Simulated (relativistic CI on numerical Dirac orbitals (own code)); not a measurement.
**Sc³⁺ in a cubic cluster: 3p photoemission with charge transfer**

Computed with a charge-transfer multiplet model of a cubic metal-ligand cluster with up to 2 ligand holes, Slater and spin-orbit integrals from Dirac-Coulomb-Breit ions, Slater integrals scaled by 0.7. The parameters are those of a tetrahedral site (10Dq negative, t2 hopping the larger). The ground state mixes d0 with configurations of k ligand holes L, whose averages lie at kΔ + k(k − 1)U_dd/2; a core hole lowers each added d electron by U_cd. 300 K, Lorentzian 0.9 eV and Gaussian 0.8 eV FWHM.

Atomic integrals in eV (Slater integrals scaled, ζ unscaled), ground: F2dd 4.121, F4dd 2.525, zeta_d 0.005; with the core hole: F2dd 4.121, F4dd 2.525, zeta_d 0.012, zeta_core 0.361, F2cd 6.767, G1cd 8.453, G3cd 5.135. Where a configuration has fewer than two d electrons, the dd integrals are those of d2.

Cluster parameters (eV): U_dd = 4.5, U_cd = 5.3, 10Dq = -0.2, 10Dq(ligand) = 0, V(eg) = 0.62, V(t2g) = -1.06, final-state hopping factor = 1.

```
      Case   n_d    d0   d1L  d2L2     S
Δ = 3.9 eV  0.31  0.71  0.27  0.02  0.00
Δ = 6.9 eV  0.14  0.86  0.13  0.01  0.00
Δ = 8.9 eV  0.09  0.91  0.09  0.00  0.00
```

Weights, n_d and S are thermal averages at 300 K. Binding energies count from the first peak over 30 % of the highest in each spectrum, which can be another peak from case to case. The parameters are a model scan and need not match a compound or its usual spin state. Peaks in eV (height, largest 100):
- Δ = 3.9 eV: 0.0 (100), 3.0 (32), 6.2 (53)
- Δ = 6.9 eV: 0.0 (100), 3.5 (22), 5.5 (23)
- Δ = 8.9 eV: 0.0 (100), 3.0 (9), 4.2 (11), 6.0 (8)

Curve for Δ = 3.9 eV (points under 2 left out, the grid thinned):

```
E (eV)  Intensity
  -3.9        2.3
  -3.5        2.8
  -3.2        3.3
  -2.8        4.2
  -2.5        5.2
  -2.1        7.3
  -1.8        9.8
  -1.4       16.0
  -1.1       25.3
  -0.7       50.1
  -0.4       76.9
   0.0      100.0
   0.4       86.4
   0.7       64.9
   1.1       45.2
   1.4       37.6
   1.8       29.7
   2.1       25.8
   2.5       26.7
   2.8       30.6
   3.2       31.6
   3.5       26.7
   3.9       18.9
   4.3       14.9
   4.6       14.5
   5.0       18.5
   5.3       26.3
   5.7       41.7
   6.0       51.1
   6.4       51.4
   6.7       43.3
   7.1       30.1
   7.4       22.5
   7.8       15.5
   8.2       11.0
   8.5        9.1
   8.9        7.9
   9.2        6.8
   9.6        5.0
   9.9        4.0
  10.3        3.1
  10.6        2.9
  11.0        2.6
  11.3        2.3
  11.7        2.0
```

A d0 ion has no d-d gap: its lowest excitations are ligand-to-metal charge transfer. With the core hole the configuration with one ligand hole lies at Δ − U_cd = -1.4, 1.6, 3.6 eV from the one without, in the order of the table; where this is negative the screened configuration lies lower, though the effective hopping of about 2.9 eV (from the holes of the mixed ground state) mixes the two strongly wherever it is as large as the gap.
